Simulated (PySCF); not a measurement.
# Nuclear quadrupole coupling in `Cl[C@@H]1C[C@H]2CCC[C@H]21`

C7H11Cl.
Atom-mapped SMILES: `[Cl:1][C@@H:2]1[CH2:3][C@H:4]2[CH2:5][CH2:6][CH2:7][C@@H:8]12` (hydrogens: H9 on C2; H10, H11 on C3; H12 on C4; H13, H14 on C5; H15, H16 on C6; H17, H18 on C7; H19 on C8)

Geometry (PBE0-D3(BJ)/def2-SVP, Å), atoms numbered from 1 in this order:
```xyz
19
C7H11Cl angstrom
Cl    -3.6004    2.5070    0.7976
C     -2.2565    1.5169    0.1601
C     -2.4810   -0.0015    0.1957
C     -1.2154   -0.1723    1.0661
C      0.0277   -0.7149    0.3606
C      0.5608    0.4650   -0.4573
C      0.3097    1.6726    0.4498
C     -1.0406    1.3795    1.0977
H     -2.0197    1.9318   -0.8299
H     -2.4563   -0.4940   -0.7889
H     -3.4134   -0.2803    0.7038
H     -1.4026   -0.6617    2.0319
H      0.7772   -1.0075    1.1146
H     -0.1830   -1.6085   -0.2481
H     -0.0117    0.5689   -1.3959
H      1.6164    0.3506   -0.7458
H      1.0868    1.7208    1.2307
H      0.3254    2.6360   -0.0843
H     -1.1902    1.8757    2.0657
```

Field gradients from the PBE0/pcSseg-1 density (PySCF, non-relativistic), principal values in atomic units, ordered |Vxx| ≤ |Vyy| ≤ |Vzz|:

```json
{"atom": "Cl1", "Vxx": "-1.8678", "Vyy": "-1.9323", "Vzz": "3.8001"}
```

Task: Find the asymmetry η = (Vxx − Vyy)/Vzz and the couplings χ = eQV/h (234.96 MHz × Q in barn × V in au), with Q(35Cl) = −0.0817 b.

Result: 
| atom | environment | nucleus | η | χzz (MHz) | χxx (MHz) | χyy (MHz) |
| --- | --- | --- | --- | --- | --- | --- |
| Cl1 | alkyl chlorine | 35Cl | 0.02 | -72.95 | 35.86 | 37.09 |

The gradient is axial or nearly so (η below 0.05) at Cl1. The tensor is traceless: Vxx + Vyy + Vzz = 0.

Task: What is Vzz at Cl1 in SI units (1 au = 9.71736 × 10²¹ V/m²)?

Result: 3.8001 au = 36.927 × 10²¹ V/m².

Task: And the gradient at the other heavy atoms, for which no coupling is worked out here?

Result: 
```
atom                    environment  Vzz (au)     η
  C2                sp3 C–Cl carbon     0.463  0.01
  C3      four-membered-ring carbon    -0.081  0.89
  C4  sp3 carbon at a ring junction    -0.065  0.20
  C5                ring CH2 carbon     0.046  0.87
  C6                ring CH2 carbon     0.047  0.63
  C7                ring CH2 carbon     0.049  0.82
  C8  sp3 carbon at a ring junction    -0.082  0.55
```

Task: What couplings would deuterons (Q(2H) = 0.00286 b) have in place of the hydrogens, at this geometry?

Result: 
```json
{"atom": "H9", "bonded to": "C2", "bond length (Å)": "1.099", "Vzz (au)": "0.2849", "η": "0.07", "χzz (kHz)": "191"}
{"atom": "H10", "bonded to": "C3", "bond length (Å)": "1.101", "Vzz (au)": "0.2903", "η": "0.01", "χzz (kHz)": "195"}
{"atom": "H11", "bonded to": "C3", "bond length (Å)": "1.098", "Vzz (au)": "0.2927", "η": "0.01", "χzz (kHz)": "197"}
{"atom": "H12", "bonded to": "C4", "bond length (Å)": "1.099", "Vzz (au)": "0.2937", "η": "0.02", "χzz (kHz)": "197"}
{"atom": "H13", "bonded to": "C5", "bond length (Å)": "1.103", "Vzz (au)": "0.2863", "η": "0.01", "χzz (kHz)": "192"}
{"atom": "H14", "bonded to": "C5", "bond length (Å)": "1.102", "Vzz (au)": "0.2906", "η": "0.00", "χzz (kHz)": "195"}
{"atom": "H15", "bonded to": "C6", "bond length (Å)": "1.104", "Vzz (au)": "0.2842", "η": "0.00", "χzz (kHz)": "191"}
{"atom": "H16", "bonded to": "C6", "bond length (Å)": "1.100", "Vzz (au)": "0.2927", "η": "0.00", "χzz (kHz)": "197"}
{"atom": "H17", "bonded to": "C7", "bond length (Å)": "1.103", "Vzz (au)": "0.2863", "η": "0.01", "χzz (kHz)": "192"}
{"atom": "H18", "bonded to": "C7", "bond length (Å)": "1.102", "Vzz (au)": "0.2900", "η": "0.00", "χzz (kHz)": "195"}
{"atom": "H19", "bonded to": "C8", "bond length (Å)": "1.098", "Vzz (au)": "0.2923", "η": "0.03", "χzz (kHz)": "196"}
```

One conformer (not necessarily the lowest) at the PBE0-D3(BJ)/def2-SVP geometry, without solvent, vibrations or thermal averaging. With a basis this small, the couplings can be 20 % off.

These values come from a run that also computed NMR shieldings. The run took 33 s of wall time on an x86-64 server with one thread, on a shared host.
